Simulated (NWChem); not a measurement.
# C$_{4}$H$_{4}$O$_{2}$; SMILES C1OC=COC=1

```xyz
10

C      1.1507     0.6722     0.0000
C      1.1507    -0.6722     0.0000
O      0.0000    -1.4493     0.0000
C     -1.1507    -0.6722     0.0000
C     -1.1507     0.6722     0.0000
O      0.0000     1.4493     0.0000
H      2.0712     1.2690     0.0000
H      2.0712    -1.2690     0.0000
H     -2.0712    -1.2690     0.0000
H     -2.0712     1.2690     0.0000
```
Atoms are numbered in this order, from 1.

Level: PBE-D3(BJ)/def2-SVP (NWChem), optimised geometry, unscaled harmonic frequencies. 

```json
[
 {"frequency (cm⁻¹)": "89", "IR intensity (km/mol)": "17.7"},
 {"frequency (cm⁻¹)": "429", "IR intensity (km/mol)": "0.0"},
 {"frequency (cm⁻¹)": "509", "IR intensity (km/mol)": "0.0"},
 {"frequency (cm⁻¹)": "535", "IR intensity (km/mol)": "0.0"},
 {"frequency (cm⁻¹)": "690", "IR intensity (km/mol)": "0.0"},
 {"frequency (cm⁻¹)": "718", "IR intensity (km/mol)": "74.8"},
 {"frequency (cm⁻¹)": "724", "IR intensity (km/mol)": "0.0"},
 {"frequency (cm⁻¹)": "837", "IR intensity (km/mol)": "0.0"},
 {"frequency (cm⁻¹)": "844", "IR intensity (km/mol)": "0.0"},
 {"frequency (cm⁻¹)": "895", "IR intensity (km/mol)": "112.4"},
 {"frequency (cm⁻¹)": "929", "IR intensity (km/mol)": "0.0"},
 {"frequency (cm⁻¹)": "1013", "IR intensity (km/mol)": "81.2"},
 {"frequency (cm⁻¹)": "1024", "IR intensity (km/mol)": "0.0"},
 {"frequency (cm⁻¹)": "1052", "IR intensity (km/mol)": "5.9"},
 {"frequency (cm⁻¹)": "1193", "IR intensity (km/mol)": "0.0"},
 {"frequency (cm⁻¹)": "1274", "IR intensity (km/mol)": "144.4"},
 {"frequency (cm⁻¹)": "1278", "IR intensity (km/mol)": "0.0"},
 {"frequency (cm⁻¹)": "1370", "IR intensity (km/mol)": "3.6"},
 {"frequency (cm⁻¹)": "1674", "IR intensity (km/mol)": "131.5"},
 {"frequency (cm⁻¹)": "1729", "IR intensity (km/mol)": "0.0"},
 {"frequency (cm⁻¹)": "3169", "IR intensity (km/mol)": "0.0"},
 {"frequency (cm⁻¹)": "3174", "IR intensity (km/mol)": "1.1"},
 {"frequency (cm⁻¹)": "3189", "IR intensity (km/mol)": "10.2"},
 {"frequency (cm⁻¹)": "3191", "IR intensity (km/mol)": "0.0"}
]
```

| Property | Value |
|---|---|
| zero-point energy | 45.1 kcal/mol |
| thermal correction to the enthalpy at 298.15 K (with zero-point energy) | 48.8 kcal/mol |
| heat capacity Cv | 18.0 cal/(mol K) |
| entropy at 298.15 K and 1 atm (symmetry number 4) | 69.7 cal/(mol K) |
| dipole moment | 0.00 D |

Rigid rotor and harmonic oscillator; modes under 100 cm⁻¹ make the entropy uncertain.
